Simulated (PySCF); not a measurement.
Species: C₅H₁₁O₂Si (doublet state).
SMILES with atom numbers: `[CH3:1][CH2:2][O:3][SiH2:4][O:5][C@@H:6]1[CH:7][CH2:8]1` (hydrogens: H9, H10, H11 on C1; H12, H13 on C2; H14, H15 on Si4; H16 on C6; H17 on C7; H18, H19 on C8)

Structure used (GFN2-xTB), in Å, numbered top down from 1:
```xyz
19
C5H11O2Si angstrom
C      2.7123   -1.0554   -0.6556
C      1.9137    0.1727   -0.2441
O      1.3159   -0.0506    1.0033
Si     0.1163    0.7235    1.7644
O     -1.2649    0.8933    0.9230
C     -2.1597   -0.0207    0.3958
C     -1.9139   -0.6235   -0.9090
C     -2.9815    0.3776   -0.8252
H      3.4749   -1.2649    0.0895
H      3.1889   -0.8845   -1.6172
H      2.0554   -1.9182   -0.7299
H      1.1447    0.3929   -0.9961
H      2.5733    1.0467   -0.1723
H      0.3584    2.1415    1.9907
H      0.0063   -0.1591    2.9131
H     -2.6746   -0.5911    1.1640
H     -1.0242   -0.5820   -1.5045
H     -2.8346    1.3463   -1.2904
H     -4.0164    0.0645   -0.8124
```

The hyperfine couplings belong to this conformer and change with its torsions.

Computed, not measured: UKS B3LYP, pcH-1 on C H O Si, non-relativistic, mean-field spin-orbit, GIAO in PySCF 2.14.0. One conformer (not necessarily the lowest) at the GFN2-xTB geometry, without solvent, vibrations or thermal averaging. GFN2-xTB frequencies show an imaginary mode (20i cm⁻¹), so this geometry is no minimum at that level. Couplings are sensitive to structure, and on GFN2-xTB geometries they can be far from those on DFT ones. Stability of the SCF solution: not tested.

Question: Predict the first-order ENDOR lines of H19, H18, H16, H17 and H14 under fast tumbling at B = 347.9 mT (X band).

Answer: ν± = |νn ± a/2|, one line for each electron-spin manifold; νn = |g_N| × 7.62259 MHz/T × B.

| nuclei | isotope | g_N | νn (MHz) | a_iso (MHz) | lower line (MHz) | upper line (MHz) |
| --- | --- | --- | --- | --- | --- | --- |
| H19 | 1H | 5.5857 | 14.81 | 102.24 | 36.31 | 65.93 |
| H18 | 1H | 5.5857 | 14.81 | 58.30 | 14.33 | 43.96 |
| H16 | 1H | 5.5857 | 14.81 | 53.66 | 12.02 | 41.64 |
| H17 | 1H | 5.5857 | 14.81 | -18.25 | 5.69 | 23.94 |
| H14 | 1H | 5.5857 | 14.81 | 1.44 | 14.09 | 15.53 |

Question: Which pairs are centred on the nuclear Larmor frequency, and which on half the coupling?

Answer: Centred on νn, since |a| < 2νn: H17 and H14. Centred on |a|/2 and split by 2νn: H19, H18 and H16.

Question: At what field would the lower line of H18 fall to zero frequency?

Answer: Where νn = |a|/2, that is B = 29.15 MHz/(5.5857 × 7.62259 MHz/T) = 685 mT, as far as first order holds there.

The largest Mulliken spin population is on C7 (+0.93). The angles at C7 add up to 318.9°, so it is pyramidal.
